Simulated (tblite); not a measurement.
Compound: C₄H₁₄N₂OSi₂.
Geometry (GFN2-xTB, Å), atoms numbered from 1 in this order:
```
atom  x, y, z in Å
C1     4.4703    0.4061   -0.3114
O2     3.2289   -0.0879   -0.7068
Si3    1.9329   -0.3117    0.2261
N4     0.8004    0.9924    0.3828
Si5   -0.4702    0.2068   -0.5157
C6    -2.0431   -0.2571    0.4304
C7    -2.9131   -1.1863   -0.4086
C8    -2.8320    0.9882    0.8196
N9     0.6753   -1.0854   -0.6737
H10    4.8304   -0.1133    0.5800
H11    4.4082    1.4740   -0.0906
H12    5.1744    0.2482   -1.1289
H13    2.2749   -0.9592    1.4892
H14    0.7715    1.7750    1.0082
H15   -0.7609    0.9415   -1.7514
H16   -1.7714   -0.7869    1.3490
H17   -2.3665   -2.0890   -0.6692
H18   -3.2140   -0.6936   -1.3309
H19   -3.8147   -1.4723    0.1333
H20   -3.1237    1.5441   -0.0691
H21   -3.7377    0.7216    1.3648
H22   -2.2331    1.6435    1.4476
H23    0.7085   -1.8717   -1.2918
```

All values are computed: GFN2-xTB (tblite) harmonic vibrations without scaling, gas phase. Errors from tens to a few hundred cm⁻¹ against measured bands are possible. Modes of hydrogen on silicon can be 10 to 20 % off. One conformer, not necessarily the lowest.

Harmonic wavenumbers (cm⁻¹): 33.7, 40.6, 65.1, 78.5, 94.6, 144.8, 164.1, 212.5, 225.0, 231.6, 236.0, 264.8, 272.8, 297.9, 367.1, 407.5, 462.7, 517.2, 578.5, 678.7, 704.8, 726.8, 754.3, 765.1, 855.2, 878.4, 944.6, 945.3, 962.7, 996.5, 1032.6, 1058.1, 1105.2, 1130.8, 1137.1, 1137.7, 1169.1, 1181.3, 1279.5, 1305.4, 1410.0, 1414.1, 1422.2, 1482.3, 1489.7, 1503.9, 1510.6, 1514.1, 1517.6, 2214.2, 2266.4, 2930.3, 2945.0, 2959.0, 2988.4, 2994.3, 2998.2, 3020.6, 3026.6, 3033.1, 3037.9, 3531.2, 3553.9.

A = 3609, B = 544.2, C = 505.3 MHz; mass 162.064 u (most abundant isotopes); point group C1, symmetry number 1.

What is the zero-point energy?

Half the sum of the wavenumbers: 40104 cm⁻¹ = 114.66 kcal/mol.

Entropy at 273.15 K, 1 bar (ideal gas, RRHO, classical rotation)?

Translation 40.75, rotation 29.90, vibration 43.23: S = 113.9 cal/(mol K).

And Cp and H(273.15 K) − H(0)?

Cp = 47.50 cal/(mol K), of which vibrations give 39.55 (their classical limit is 63 R = 125.2); H(273.15 K) − H(0) = 8.11 kcal/mol without the zero-point energy, 5.94 from vibrations.

Blend soft modes into free rotors: weight 1/[1 + (100 cm⁻¹/ν̃)⁴] for the oscillator and the rest for a rotor with moment μB/(μ + B), μ = h/(8π²ν), B = 10⁻⁴⁴ kg m². What vibrational entropy results?

38.69 cal/(mol K) in place of 43.23, which changes −T·S at 273.15 K by +1.24 kcal/mol.

Which modes carry the vibrational entropy at 273.15 K?

33.7 cm⁻¹: 5.43; 40.6 cm⁻¹: 5.06; 65.1 cm⁻¹: 4.12; 78.5 cm⁻¹: 3.76; 94.6 cm⁻¹: 3.39; 144.8 cm⁻¹: 2.57 cal/(mol K); the other 57 give 18.91 together.

What must be added to the electronic energy to get the Gibbs energy at 273.15 K and 1 bar?

ZPE + [H(273.15 K) − H(0)] − T·S = 114.66 + 8.11 − 31.11 = 91.66 kcal/mol.

How do the functions run with temperature in this model?

| T (K) | S (cal/(mol K)) | Cp (cal/(mol K)) | H − H(0) (kcal/mol) | G − H(0) (kcal/mol) | ln q(vib) |
| --- | --- | --- | --- | --- | --- |
| 50 | 63.7 | 17.1 | 0.60 | -2.58 | 1.23 |
| 100 | 78.3 | 25.9 | 1.68 | -6.15 | 3.41 |
| 298.15 | 118.2 | 50.4 | 9.34 | -25.89 | 11.80 |
| 373.15 | 130.4 | 58.9 | 13.44 | -35.22 | 14.70 |
| 500 | 149.4 | 71.3 | 21.73 | -52.99 | 19.36 |
| 750 | 181.9 | 88.7 | 41.89 | -94.53 | 27.84 |
| 1000 | 209.1 | 100.4 | 65.62 | -143.51 | 35.47 |

q(vib) and H(0) count from the zero-point level.

Hindered rotation and anharmonicity are outside this model. Other conformers, if any are populated, would add a mixing term that is left out. The structure is chiral; the term R ln 2 for an equal mix with its mirror image is left out.
